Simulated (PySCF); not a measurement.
Job file and geometry (Å, from GFN2-xTB) of an NMR shielding run on `InChI=1S/C5H9BOSi/c1-4-3-6(2)8-5(4)7/h1,3,8H2,2H3`, PySCF 2.14.0, density-fitted response routines, GIAO PBE0/pcSseg-1 NMR shielding, non-relativistic, gas phase; density fitting, a coarse starting grid and PySCF grid level 2 are the driver's defaults:

```
$ OMP_NUM_THREADS=1 python probes_run.py task.json out

{"job": {"kind": "nmr", "xc": "PBE0", "basis": "pcSseg-1"}, "charge": 0, "multiplicity": 1}
C      2.585223    -0.813105     0.315564
C      1.283656    -0.707492     0.065537
C      0.642368     0.445549    -0.661013
B     -0.867160     0.658698    -0.240140
C     -1.630481     1.992442    -0.554186
Si    -1.457069    -0.975391     0.678966
C      0.330837    -1.721176     0.601629
O      0.671387    -2.834086     0.943655
H      3.302398    -0.070761     0.002430
H      2.966880    -1.663815     0.855831
H      0.617814     0.187864    -1.729975
H      1.278162     1.332847    -0.601028
H     -1.107125     2.667719    -1.228778
H     -2.627657     1.819160    -0.956309
H     -1.786994     2.534617     0.380152
H     -2.371810    -1.916956     0.020633
H     -1.837427    -0.924085     2.097122
```

**Question.** Write the output of this run.

**Answer.** 
```
coarse grid: 14808 points
cycle   1  E = -584.7524067802  dE =  1.034e+00  |g| = 8.063e-01  |ddm| = 3.854e+00
cycle   2  E = -584.3220049417  dE =  4.304e-01  |g| = 1.664e+00  |ddm| = 2.615e+00
cycle   3  E = -584.8811181482  dE = -5.591e-01  |g| = 2.206e-01  |ddm| = 2.063e+00
cycle   4  E = -584.8922387457  dE = -1.112e-02  |g| = 6.485e-02  |ddm| = 2.782e-01
cycle   5  E = -584.8932329741  dE = -9.942e-04  |g| = 1.710e-02  |ddm| = 8.880e-02
cycle   6  E = -584.8932931987  dE = -6.022e-05  |g| = 7.663e-03  |ddm| = 2.082e-02
cycle   7  E = -584.8933067578  dE = -1.356e-05  |g| = 2.255e-03  |ddm| = 8.205e-03
cycle   8  E = -584.8933079852  dE = -1.227e-06  |g| = 6.079e-04  |ddm| = 3.503e-03
final grid: 138736 points
cycle   9  E = -584.9484062816  dE = -1.799e-05  |g| = 1.227e-02  |ddm| = 2.852e-02
cycle  10  E = -584.9483221001  dE =  8.418e-05  |g| = 2.415e-02  |ddm| = 3.124e-02
cycle  11  E = -584.9484365516  dE = -1.145e-04  |g| = 2.827e-03  |ddm| = 2.235e-02
cycle  12  E = -584.9484382772  dE = -1.726e-06  |g| = 2.187e-04  |ddm| = 2.272e-03
cycle  13  E = -584.9484382837  dE = -6.444e-09  |g| = 1.591e-04  |ddm| = 4.833e-04
cycle  14  E = -584.9484382901  dE = -6.439e-09  |g| = 3.645e-05  |ddm| = 1.861e-04
cycle  15  E = -584.9484382904  dE = -3.332e-10  |g| = 1.107e-05  |ddm| = 4.924e-05
converged SCF energy = -584.9484382904

GIAO shielding tensors (ppm)
atom      isotropic    diamagn.    paramagn.     s11        s22        s33       span
  0 C       63.847     249.709    -185.863    -28.388     52.191    167.737    196.125
  1 C       30.184     263.074    -232.891    -78.709     35.851    133.410    212.119
  2 C      135.824     252.603    -116.780    113.765    137.778    155.928     42.163
  3 B      -11.940     193.615    -205.555    -91.894    -66.724    122.800    214.694
  4 C      165.980     252.215     -86.235    134.834    176.075    187.032     52.198
  5 Si     452.457     880.967    -428.509    405.443    443.183    508.747    103.304
  6 C      -57.889     250.774    -308.663   -160.621    -87.742     74.696    235.317
  7 O     -515.493     398.038    -913.532  -1458.337   -457.789    369.645   1827.982
  8 H       26.464      30.655      -4.191     24.773     25.196     29.424      4.651
  9 H       25.673      30.157      -4.485     23.042     24.752     29.223      6.181
 10 H       28.875      31.023      -2.148     24.638     28.855     33.132      8.494
 11 H       28.133      33.088      -4.955     24.145     29.976     30.278      6.133
 12 H       29.923      30.507      -0.584     26.516     29.255     33.998      7.482
 13 H       29.798      28.753       1.046     25.970     28.601     34.823      8.853
 14 H       30.425      29.172       1.253     26.560     28.902     35.814      9.254
 15 H       27.815      28.422      -0.607     24.578     26.256     32.612      8.035
 16 H       27.848      28.379      -0.531     24.786     26.221     32.538      7.752
```

Size and cost of the density-fitted run: 188 basis functions, 62 s wall time on 1 thread of an Arm Neoverse N1, shared host; peak memory 0.84 GiB.
